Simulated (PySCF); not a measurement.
GaH2O2, multiplicity 2. Atoms are numbered in the order given.

```xyz
5

Ga     0.0000     0.0000     0.3473
O      0.0000     1.5096    -0.6553
H      0.0000     2.3241    -0.1411
O      0.0000    -1.5096    -0.6553
H      0.0000    -2.3241    -0.1411
```
Charge 0, spin multiplicity 2.

The structure is a stationary point at B3LYP-D3(BJ)/def2-TZVP. The values are those of a single conformer.

These are PySCF with B3LYP-D3(BJ)/def2-TZVP values and carry that method's errors.

Frequencies are harmonic and unscaled.

Question: List the normal modes with their intensities. (Estimate from the structure and the level; the computed values follow.)

Answer: 
```
mode  ν (cm⁻¹)  IR (km/mol)  moving atoms (share of kinetic energy)
----  --------  -----------  --------------------------------------
1          181          1.5                 O 69 %, Ga 20 %, H 11 %
2          271          0.0                          H 87 %, O 13 %
3          324        168.5                                  H 98 %
4          613         28.2                         O 84 %, Ga 12 %
5          647        149.5                         O 75 %, Ga 23 %
6          773         63.8                                  H 92 %
7          828        124.8                          H 89 %, O 10 %
8         3831        137.1                                  H 94 %
9         3831          0.6                                  H 94 %
```
